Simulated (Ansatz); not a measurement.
Mulliken charges of `C=[CH][GeH][F]` radical from PBE/def2-TZVPP in Ansatz (PBE0-D4/def2-TZVP geometry).

```json
{"atom": "C1", "x (Å)": "-0.161", "y (Å)": "1.290", "z (Å)": "-0.177", "charge (e)": "-0.163"}
{"atom": "C2", "x (Å)": "0.569", "y (Å)": "0.203", "z (Å)": "-0.416", "charge (e)": "-0.198"}
{"atom": "Ge3", "x (Å)": "0.333", "y (Å)": "-1.419", "z (Å)": "0.600", "charge (e)": "0.416"}
{"atom": "F4", "x (Å)": "-1.140", "y (Å)": "-1.171", "z (Å)": "1.514", "charge (e)": "-0.341"}
{"atom": "H5", "x (Å)": "-0.013", "y (Å)": "2.209", "z (Å)": "-0.737", "charge (e)": "0.105"}
{"atom": "H6", "x (Å)": "-0.942", "y (Å)": "1.298", "z (Å)": "0.577", "charge (e)": "0.103"}
{"atom": "H7", "x (Å)": "1.358", "y (Å)": "0.226", "z (Å)": "-1.163", "charge (e)": "0.098"}
{"atom": "H8", "x (Å)": "0.087", "y (Å)": "-2.692", "z (Å)": "-0.255", "charge (e)": "-0.022"}
```

Q: By hand: the dipole of these point charges (1 e Å = 4.8032 D).

A: Σ q r = (0.474, 0.006, -0.282) e Å, of length 0.552 e Å = 2.65 D.

Q: How does the dipole of the full density compare? (Best estimate.)

A: Computed: (0.305, 0.128, -0.282) e Å, 2.09 D; the point charges give 1.27 times that, at 20° from its direction.

Point charges leave out the atoms' own dipoles, such as those of lone pairs, and Mulliken's split depends on the basis, so the two needn't agree.
